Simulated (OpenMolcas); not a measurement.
## OpenMolcas run: Ar2+

Input:

```
&GATEWAY
Coord
1

Ar 0.0 0.0 0.0
Basis=ANO-RCC-VQZP
Group=XYZ
NoMove
AngMom=0.0 0.0 0.0
AMFI
&SEWARD
&RASSCF
FileOrb=start.orb
Symmetry=1
Spin=3
nActEl=6 0 0
Inactive=2 3
Ras2=1 3
CIRoot=3 3 1
SDav=3
CIMx=300
Iter=120 100
PrWF=0.3
OrbListing=Nothing
MaxOrb=0
Atom
>>> COPY $Project.JobIph JOBPRE
&RASSCF
FileOrb=start.orb
Symmetry=1
Spin=3
nActEl=6 0 2
Inactive=2 3
Ras2=1 3
Ras3=5 0
CIRoot=3 3 1
SDav=333
CIMx=300
Iter=120 100
PrWF=0.3
OrbListing=Nothing
MaxOrb=0
Thrs=2.0e-7 1.0e-1 5.0e-4
Atom
>>> COPY $Project.JobIph JOB001
&RASSCF
FileOrb=start.orb
Symmetry=1
Spin=1
nActEl=6 0 2
Inactive=2 3
Ras2=1 3
Ras3=5 0
CIRoot=7 7 1
SDav=292
CIMx=300
Iter=120 100
PrWF=0.3
OrbListing=Nothing
MaxOrb=0
Thrs=2.0e-7 1.0e-1 5.0e-4
Atom
>>> COPY $Project.JobIph JOB002
&RASSCF
FileOrb=start.orb
Symmetry=2
Spin=3
nActEl=6 0 2
Inactive=2 3
Ras2=1 3
Ras3=5 0
CIRoot=3 3 1
SDav=378
CIMx=300
Iter=120 100
PrWF=0.3
OrbListing=Nothing
MaxOrb=0
Thrs=2.0e-7 1.0e-1 5.0e-4
Atom
>>> COPY $Project.JobIph JOB003
&RASSCF
FileOrb=start.orb
Symmetry=2
Spin=1
nActEl=6 0 2
Inactive=2 3
Ras2=1 3
Ras3=5 0
CIRoot=3 3 1
SDav=268
CIMx=300
Iter=120 100
PrWF=0.3
OrbListing=Nothing
MaxOrb=0
Thrs=2.0e-7 1.0e-1 5.0e-4
Atom
>>> COPY $Project.JobIph JOB004
&RASSI
NrOfJobIphs=4 3 7 3 3
1 2 3
1 2 3 4 5 6 7
1 2 3
1 2 3
IphNames
JOB001
JOB002
JOB003
JOB004
EJob
SpinOrbit
DIPRint=1.0
SOCoupling=1000.0
Subsets=2
MEES
Property=10
'ANGMOM' 1 'ANGMOM' 2 'ANGMOM' 3 'MLTPL  1' 1 'MLTPL  1' 2 'MLTPL  1' 3
'AMFI' 1 'AMFI' 2 'AMFI' 3 'MLTPL  2' 6
SOProperty=3
'ANGMOM' 1 'ANGMOM' 2 'ANGMOM' 3
```

A driver script runs the steps one by one and writes start.orb anew before each from the orbitals found so far.

Output, cut to the results:

```
--- SEWARD ---
Basis set label: AR.ANO-RCC...6S5P3D2F1G.

      Electronic valence basis set:
      ------------------
      Associated Effective Charge  18.000000 au
      Associated Actual Charge     18.000000 au
      Nuclear Model: Point charge

      Shell  nPrim  nBasis  Cartesian Spherical Contaminant
         s      17       6        X
         p      12       5        X
         d       5       3                 X
         f       4       2                 X
         g       2       1                 X
                  Relativistic Douglas-Kroll-Hess integrals:
                    - DKH order of Hamiltonian: 2
                    - DKH order of Properties : 0
                  Atomic mean-field integrals
--- RASSCF ---
Wave function specifications:
      -----------------------------

      Number of closed shell electrons          10
      Number of electrons in active shells       6
      Max number of holes in RAS1 space          0
      Max nr of electrons in RAS3 space          2
      Number of inactive orbitals                5
      Number of active orbitals                  9
      Number of secondary orbitals              45
      Spin quantum number                      1.0
      State symmetry                             1
Orbital specifications:
      -----------------------

      Symmetry species                           1   2
                                                ag  au
      Frozen orbitals                            0   0
      Inactive orbitals                          2   3
      Active orbitals                            6   3
      RAS1 orbitals                              0   0
      RAS2 orbitals                              1   3
      RAS3 orbitals                              5   0
      Secondary orbitals                        22  23
      Deleted orbitals                           0   0
      Number of basis functions                 30  29
      Number of CSFs                           333
      Number of root(s) required                 3
      Iter CI   SX   CI       RASSCF       Energy    max ROT     max BLB   max BLB  Level Ln srch  Step   QN
          iter iter root      energy       change     param      element    value   shift minimum  type update
 Nr of preliminary CI iterations:   1
        1   1    3    0  -527.22182802    0.00E+00   4.62E-07    3   9 1 -1.95E-06   0.00   0.00    SX    NO
        2   1    2    0  -527.22182802   -4.21E-12  -1.35E-07    1  10 2  4.68E-07   0.00   0.00    SX    NO
        3   1    2    0  -527.22182802    5.68E-13  -2.02E-08    3  11 1 -1.79E-07   0.00   0.00    SX    NO
        4   1    1    0  -527.22182802   -4.55E-13   0.00E+00    3  10 1 -6.88E-08   0.00   0.00    SX    NO
      Convergence after  4 iterations
        5   1    1    0  -527.22182802    4.55E-13   0.00E+00    3  10 1 -6.88E-08   0.00   0.00    SX    NO
      Natural orbitals and occupation numbers for root  1
      sym 1:   1.973186   0.014237   0.011220   0.015188   0.011220   0.014237
      sym 2:   1.967198   0.996757   0.996757
      Natural orbitals and occupation numbers for root  2
      sym 1:   1.973186   0.014237   0.014237   0.011220   0.015188   0.011220
      sym 2:   0.996757   1.967198   0.996757
      Natural orbitals and occupation numbers for root  3
      sym 1:   1.973186   0.011220   0.014237   0.014237   0.011220   0.015188
      sym 2:   0.996757   0.996757   1.967198
::    RASSCF root number  1 Total energy:   -527.22182802
::    RASSCF root number  2 Total energy:   -527.22182802
::    RASSCF root number  3 Total energy:   -527.22182802
--- RASSCF ---
Wave function specifications:
      -----------------------------

      Number of closed shell electrons          10
      Number of electrons in active shells       6
      Max number of holes in RAS1 space          0
      Max nr of electrons in RAS3 space          2
      Number of inactive orbitals                5
      Number of active orbitals                  9
      Number of secondary orbitals              45
      Spin quantum number                      0.0
      State symmetry                             1
Orbital specifications:
      -----------------------

      Symmetry species                           1   2
                                                ag  au
      Frozen orbitals                            0   0
      Inactive orbitals                          2   3
      Active orbitals                            6   3
...
--- RASSI ---
SPIN-FREE ENERGIES:
  (Shifted by EMIN (a.u.) =       -527.2218280247)

 SF State       Relative EMIN(au)   Rel lowest level(eV)    D:o, cm**(-1)      L_eff

     1             0.0000000000        0.0000000000              0.0000         1.0
     2             0.0000000000        0.0000000000              0.0000         1.0
     3             0.0000000000        0.0000000000              0.0000         1.0
     4             0.0711081407        1.9349510831          15606.4330         2.0
     5             0.0711081407        1.9349510831          15606.4330         2.0
     6             0.0711081407        1.9349510831          15606.4330         2.0
     7             0.0711081407        1.9349510831          15606.4330         2.0
     8             0.0711081407        1.9349510831          15606.4330         2.0
     9             0.1572889625        4.2800507111          34520.9371         0.0
    11             0.5262564117       14.3201664821         115499.9320         1.0
    12             0.5262564117       14.3201664821         115499.9320         1.0
    13             0.5262564117       14.3201664821         115499.9320         1.0
    14             0.6963484881       18.9486076720         152830.8277         1.0
    15             0.6963484881       18.9486076720         152830.8277         1.0
    16             0.6963484881       18.9486076720         152830.8277         1.0
    10             1.2009516442       32.6795590533         263578.4194         0.0
     Dipole printing threshold changed to   1.00000000E+00

++ Dipole transition strengths (spin-free states):
   -----------------------------------------------
     for osc. strength at least  1.00000000E+00

  ( Max oscillator strength is only    2.8128170637243037E-002 )
--
Eigenvalues of complex Hamiltonian:
   -----------------------------------
  (Shifted by EMIN (a.u.) =       -527.2218280247)

...
```

Levels above the lowest, from the spin-orbit matrix, grouped by J:

```
Configuration  Term  J  E (cm-1)  Measured (cm-1)  Term weight %
      3s2 3p4    3P  2       0.0              0.0            100
      3s2 3p4    3P  1      1002             1112            100
      3s2 3p4    3P  0      1434             1570            100
      3s2 3p4    1D  2     16152            14010            100
      3s2 3p4    1S  0     35091            33266            100
       3s 3p5   3P*  2    115556           113801            100
       3s 3p5   3P*  1    116466           114797            100
       3s 3p5   3P*  0    116935           115328            100
```

Against the 7 measured excited levels shown (Saloman, J. Phys. Chem. Ref. Data 39, 033101 (2010)) the mean absolute deviation is 1300 cm-1; the largest miss in energy is 3s2 3p4 1D2: computed 16152, measured 14010 cm-1 (+15.3 %).

Active for correlation alone: 3d; no level in the range computed is led by a configuration that fills it, so any true level of that kind is missing. Some terms mix strongly with configurations of 3d, whose occupation reaches 0.25 (3s 3p5 3P*). Measured partners are found by configuration, term and J. A level has none where our copy of the source lacks it or the pairing is in doubt (some pairs that miss far off the trend of their configuration count as doubtful), and it then counts in no deviation. Levels of configurations outside the active space are missing. The first state left out of the spin-orbit step lies near 180000 cm-1 above the lowest spin-free state of the reference (among the parities and spins computed), and the list stops at four fifths of that energy or lower.

The term weight is that of the spin-free term in the level, not the purity of its configuration. * marks odd parity.
